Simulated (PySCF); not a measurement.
## How the method moves the HOMO and LUMO of `NB(N)F`

Species: BFH4N2.
Cartesian coordinates in Å at the PBE0-D3(BJ)/def2-SVP level; atoms count from 1:
```
atom  x, y, z in Å
N1     1.299   -0.225    0.049
B2     0.037    0.387   -0.123
N3    -1.203   -0.271    0.030
F4     0.015    1.695   -0.457
H5     2.153    0.299   -0.070
H6     1.433   -1.194    0.292
H7    -1.306   -1.243    0.275
H8    -2.074    0.221   -0.103
```

Basis pcSseg-2 throughout (PySCF), one geometry. Geometry: PBE0-D3(BJ)/def2-SVP; no solvent, vibrations or thermal averaging.

Task: How do the orbital energies, the gap and the dipole change with the method?

Result: 
| method | kind | HOMO (eV) | LUMO (eV) | gap (eV) | μ (D) | SCF cycles |
| --- | --- | --- | --- | --- | --- | --- |
| BLYP | GGA | -5.65 | -0.38 | 5.26 | 2.31 | 13 |
| OPBE | GGA | -5.70 | -0.22 | 5.48 | 2.27 | 14 |
| B97-D | GGA | -5.75 | -0.17 | 5.57 | 2.28 | 14 |
| PBE | GGA | -5.76 | -0.32 | 5.44 | 2.30 | 14 |
| KT3 | GGA | -5.84 | -0.56 | 5.28 | 2.27 | 13 |
| KT2 | GGA | -5.84 | -0.32 | 5.52 | 2.29 | 14 |
| BP86 | GGA | -5.86 | -0.17 | 5.70 | 2.30 | 14 |
| LDA | LDA | -5.93 | -0.37 | 5.56 | 2.37 | 13 |
| B97-2 | global hybrid | -6.92 | 0.45 | 7.37 | 2.33 | 12 |
| B3LYP | global hybrid | -6.96 | 0.06 | 7.02 | 2.35 | 12 |
| PBE0 | global hybrid | -7.20 | 0.42 | 7.62 | 2.35 | 12 |
| mPW1PW91 | global hybrid | -7.23 | 0.40 | 7.63 | 2.35 | 12 |
| BHandHLYP | global hybrid | -8.57 | 0.88 | 9.45 | 2.40 | 12 |
| CAM-B3LYP | range-separated hybrid | -8.66 | 1.05 | 9.71 | 2.37 | 12 |
| wB97X-D | range-separated hybrid | -9.11 | 2.16 | 11.28 | 2.34 | 12 |
| LC-wPBE | range-separated hybrid | -10.07 | 2.26 | 12.33 | 2.36 | 12 |
| HF | Hartree–Fock | -10.72 | 2.55 | 13.28 | 2.41 | 9 |

The HOMO spans 5.08 eV, from BLYP down to HF, and the gap runs from 5.26 eV (BLYP) to 13.28 eV (HF). Over the methods BLYP (0 %), OPBE (0 %), B97-D (0 %), PBE (0 %), KT3 (0 %), KT2 (0 %), BP86 (0 %), LDA (0 %), B97-2 (21 %), B3LYP (20 %), PBE0 (25 %), mPW1PW91 (25 %), BHandHLYP (50 %), HF (100 %), a straight line through the gap against the share of exact exchange rises by 0.79 eV for each 10 % (correlation coefficient 0.998). The dipole ranges from 2.27 D (KT3) to 2.41 D (HF). This basis has no diffuse functions.
